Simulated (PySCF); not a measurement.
GeH₂F₂, SMILES [F][GeH2][F]. Geometry optimised at ωB97X-D3(BJ)/def2-TZVP.

Level of theory: PySCF with ωB97X-D3(BJ)/def2-TZVP.

Harmonic wavenumbers (cm⁻¹): 240, 598, 647, 724, 728, 824, 871, 2248, 2256. Rotational constants (GHz): 15.04, 6.740, 4.973; symmetry number 2.

Task: Work out the zero-point energy and the ideal-gas rigid-rotor harmonic-oscillator thermochemistry at 298.15 K and 1 atm.

Result: ZPE = ½ Σ hcν = ½ × 9137 cm⁻¹ = 54.65 kJ/mol. H − E(el) = 67.55 kJ/mol. Entropy in J/(mol K): translation 167.66, rotation 94.53, vibration 14.76, total 276.96. G − E(el) = -15.03 kJ/mol. Cp = 60.33 J/(mol K).
